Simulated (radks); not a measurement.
The numbers below are computed, except where a source is named.
The technetium ion Tc+ inside a hard spherical wall (all orbitals vanish at R), configuration held at [Kr] 4d5 5s1 and not refilled when levels cross. Level of theory: scalar-relativistic Kohn-Sham, LDA (Slater exchange, Perdew-Wang correlation), spin-polarised, spherical densities, point nucleus; open shells are filled with parallel spins first (spin-orbit coupling, left out, can overturn this in heavy ions) (a radial shooting solver on a logarithmic mesh with Libxc functionals). Eigenvalues in eV for spin up, with the zero of energy where the potential of the charges vanishes at infinity; a dash marks a level that is unbound or too diffuse for the functional's potential to be trusted. A positive occupied level is held by the wall or, in an anion where self-interaction has pushed it up, behind a barrier. The pressure on the wall is -dE/dV.

[
 {"R (bohr)": "free", "E (hartree)": "-4281.12484", "kinetic (hartree)": "4419.387", "e(4s)": "-81.945", "e(4p)": "-54.055", "e(4d)": "-15.398", "e(5s)": "-12.431", "e(5p, empty)": "-7.554", "e(6s, empty)": "-3.176", "pressure (GPa)": "0"},
 {"R (bohr)": "20", "E (hartree)": "-4281.12484", "kinetic (hartree)": "4419.387", "e(4s)": "-81.945", "e(4p)": "-54.055", "e(4d)": "-15.398", "e(5s)": "-12.431", "e(5p, empty)": "-7.554", "e(6s, empty)": "-3.175", "pressure (GPa)": "< 0.0001"},
 {"R (bohr)": "12", "E (hartree)": "-4281.12484", "kinetic (hartree)": "4419.387", "e(4s)": "-81.945", "e(4p)": "-54.055", "e(4d)": "-15.397", "e(5s)": "-12.431", "e(5p, empty)": "-7.553", "e(6s, empty)": "-2.965", "pressure (GPa)": "< 0.0001"},
 {"R (bohr)": "7", "E (hartree)": "-4281.12230", "kinetic (hartree)": "4419.413", "e(4s)": "-81.841", "e(4p)": "-53.952", "e(4d)": "-15.304", "e(5s)": "-12.308", "e(5p, empty)": "-7.192", "e(6s, empty)": "1.421", "pressure (GPa)": "0.190"},
 {"R (bohr)": "6", "E (hartree)": "-4281.11293", "kinetic (hartree)": "4419.485", "e(4s)": "-81.584", "e(4p)": "-53.700", "e(4d)": "-15.073", "e(5s)": "-11.959", "e(5p, empty)": "-6.467", "e(6s, empty)": "5.867", "pressure (GPa)": "1.18"},
 {"R (bohr)": "5", "E (hartree)": "-4281.07036", "kinetic (hartree)": "4419.748", "e(4s)": "-80.777", "e(4p)": "-52.919", "e(4d)": "-14.348", "e(5s)": "-10.705", "e(5p, empty)": "-4.341", "e(6s, empty)": "15.511", "pressure (GPa)": "7.75"},
 {"R (bohr)": "3", "E (hartree)": "-4279.76059", "kinetic (hartree)": "4425.451", "e(4s)": "-70.956", "e(4p)": "-43.478", "e(4d)": "-3.935", "e(5s)": "12.793", "e(5p, empty)": "26.318", "e(6s, empty)": "105.05", "pressure (GPa)": "644"},
 {"R (bohr)": "2.5", "E (hartree)": "-4277.54902", "kinetic (hartree)": "4434.220", "e(4s)": "-61.653", "e(4p)": "-34.018", "e(4d)": "7.813", "e(5s)": "42.576", "e(5p, empty)": "60.995", "e(6s, empty)": "187.29", "pressure (GPa)": "2750"},
 {"R (bohr)": "1.5", "E (hartree)": "-4241.24537", "kinetic (hartree)": "4550.551", "e(4s)": "27.843", "e(4p)": "64.470", "e(4d)": "124.52", "e(5s)": "346.89", "e(5p, empty)": "379.73", "e(6s, empty)": "829.93", "pressure (GPa)": "118000"}
]
